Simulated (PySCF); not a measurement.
Ta(O)(Cl)3 cation (Cl₃OTa), SMILES [O]=[Ta]([Cl])([Cl])[Cl] (connectivity only; charge and spin as stated), charge +1, multiplicity 2. Atoms are numbered in the order given.

```xyz
5

Ta     0.0063    -0.1143     0.0000
O      0.2306    -1.9522     0.0000
Cl     2.1575     0.5541     0.0000
Cl    -1.1465     0.4276    -1.8487
Cl    -1.1465     0.4276     1.8487
```
Charge +1, spin multiplicity 2.

The structure is a stationary point at B3LYP-D3(BJ)/def2-SVP. The spin state was assumed, not searched. The isomer is the one that the SMILES or the coordinates give; other isomers of the formula were not compared. The def2 effective core potentials stand for the cores of Ta; spin–orbit coupling is left out.

Computed with r2SCAN/def2-TZVP (PySCF).

ESP charges are fitted to the potential on shells at 1.4 to 2.0 van der Waals radii. Atomic charges (e):

```json
[
 {"atom": "Ta1", "Löwdin": "0.06", "Mulliken": "1.33", "ESP fit": "0.46", "Mulliken spin": "-0.15"},
 {"atom": "O2", "Löwdin": "-0.02", "Mulliken": "-0.18", "ESP fit": "-0.02", "Mulliken spin": "0.85"},
 {"atom": "Cl3", "Löwdin": "0.36", "Mulliken": "-0.02", "ESP fit": "0.22", "Mulliken spin": "0.20"},
 {"atom": "Cl4", "Löwdin": "0.30", "Mulliken": "-0.07", "ESP fit": "0.17", "Mulliken spin": "0.05"},
 {"atom": "Cl5", "Löwdin": "0.30", "Mulliken": "-0.07", "ESP fit": "0.17", "Mulliken spin": "0.05"}
]
```
